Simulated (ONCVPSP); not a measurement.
## How hard is this chlorine (Cl) ONCV potential?

- Element: chlorine (Cl)
- Generator: ONCVPSP 4.0.1
- Type: optimised norm-conserving Vanderbilt (ONCV)
- Functional: PBEsol
- Relativity: scalar-relativistic
- Frozen core: [Ne]
- Valence charge: 7
- Reference configuration: 3s2 3p5
- Partial waves: 3s: rc 1.40 bohr, ncon 4, nbas 7, qcut 4.5 1/bohr, 2 projectors, debl 1.1 Ha; 3p: rc 1.05 bohr, ncon 4, nbas 8, qcut 8.7 1/bohr, local
- Local potential: the p channel
- Core correction: Teter function, fcfact 5.25, rcfact 1.15

Task: For each optimised wave give the share of its norm inside rc, the residual kinetic energy above qcut (Ha) and the cutoffs (Ha) for errors of 10, 1, 0.1 and 0.01 mHa per electron.

Result:

```tsv
wave	norm inside rc	residual KE	10 mHa	1 mHa	0.1 mHa	0.01 mHa
3s	0.460	9.6e-03	10.0	45.5	60.3	71.0
s projector 2	0.098	4.3e-03	8.3	14.8	49.0	86.8
3p	0.132	9.7e-04	6.0	37.7	170.3	206.5
```

The occupied waves need 45 Ha and 170 Ha for 1 and 0.1 mHa.
